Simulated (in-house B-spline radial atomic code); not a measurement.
Orbital energies and mean radii along the 10-electron series, configuration [He] 2s2 2p6. The effective charge is n√(-2ε), a non-relativistic measure. Computed with a B-spline radial code for spherical atoms: non-relativistic Hartree-Fock, average of the configuration, point nuclei.

This level leaves out relativity, spin-orbit splitting included, which matters for heavy ions.

```csv
ion,Z,energy of 1s (Eh),mean radius of 1s (bohr),energy of 2p (Eh),mean radius of 2p (bohr),effective charge of 1s
Cd38+,48,-1041.95,0.031674,-213.93,0.11457,45.65
In39+,49,-1088.02,0.03102,-224.41,0.112,46.648
Sn40+,50,-1135.09,0.030392,-235.15,0.10954,47.646
Sb41+,51,-1183.16,0.029789,-246.14,0.10719,48.645
Te42+,52,-1232.23,0.029209,-257.38,0.10494,49.643
I43+,53,-1282.3,0.028652,-268.86,0.10278,50.642
Xe44+,54,-1333.37,0.028115,-280.6,0.1007,51.641
Cs45+,55,-1385.44,0.027598,-292.59,0.098714,52.639
Ba46+,56,-1438.51,0.0271,-304.83,0.096801,53.638
La47+,57,-1492.58,0.026619,-317.32,0.094961,54.637
Ce48+,58,-1547.65,0.026156,-330.05,0.093189,55.635
Pr49+,59,-1603.72,0.025708,-343.04,0.091483,56.634
Nd50+,60,-1660.79,0.025275,-356.28,0.089837,57.633
```

(1) How does the screening of 1s change?

Answers

(1) Z less the effective charge goes from 2.35 at Z = 48 to 2.37 at Z = 60.
